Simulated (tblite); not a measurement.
Species: C4H12NSi (doublet state).
Numbering: `[CH3:1][C:2]([CH3:3])([NH2:4])[CH2:5][SiH2:6]` (hydrogens: H7, H8, H9 on C1; H10, H11, H12 on C3; H13, H14 on N4; H15, H16 on C5; H17, H18 on Si6)

Structure used (GFN2-xTB), in Å, numbered top down from 1:
```
atom  x, y, z in Å
C1     0.0176   -0.7756    1.3656
C2    -0.3802    0.0044    0.1128
C3    -1.7634   -0.4665   -0.3647
N4    -0.3634    1.4241    0.4575
C5     0.6651   -0.1770   -0.9884
Si6    2.2384    0.8092   -0.5935
H7    -0.7443   -0.6697    2.1364
H8     0.9558   -0.3912    1.7552
H9     0.1330   -1.8323    1.1378
H10   -1.7340   -1.5195   -0.6350
H11   -2.5068   -0.3346    0.4211
H12   -2.0800    0.1025   -1.2385
H13   -0.9827    1.6144    1.2389
H14   -0.6759    1.9798   -0.3319
H15    0.2516    0.1805   -1.9340
H16    0.8801   -1.2387   -1.1249
H17    2.9774    1.1421   -1.8094
H18    3.1030    0.1544    0.3831
```

Level: GFN2-xTB in tblite, geometry and Hessian alike; calculated harmonic values, unscaled, isolated species. Against measured fundamentals such values can be off by several per cent, at times by over 20. Modes of hydrogen on silicon can be 10 to 20 % off. One conformer, not necessarily the lowest. Open shells enter through the occupations alone, without spin polarisation, and single modes of such species can be off by tens of per cent. The optimisation stopped once no atom felt more than 0.01 eV/Å.

Lowest wavenumbers of the output (negative numbers stand for imaginary wavenumbers):
```
mode    cm-1
  1     -44.3
  2     109.1
  3     159.7
  4     198.1
  5     233.8
  6     300.8
  7     322.8
  8     330.6
```

**Question.** Is this structure a minimum?

**Answer.** Not by this Hessian. 1 mode is imaginary beyond 20i (44i cm⁻¹), so at this level the point lies at or near a first-order saddle. The curvature is small, so loose convergence or finite differences may be the whole cause.

**Question.** Which atoms move in the imaginary mode?

**Answer.** 44i: H18 (hydrogen on silicon) 37 %, H17 (hydrogen on silicon) 24 %, Si6 (silicon bonded to C and 2 H) 13 %. These are shares of the mass-weighted motion.

**Question.** What is the remedy?

**Answer.** Step along that mode in both directions, optimise again with tighter thresholds and repeat the frequencies. The zero-point energy of this point (95.0 kcal/mol) counts the 47 real modes alone, and thermal corrections from it aren't those of a minimum.

The run took 0.56 s on an Arm Neoverse V1 with one thread, no GPU (shared host). The figure is for the frequency step alone.
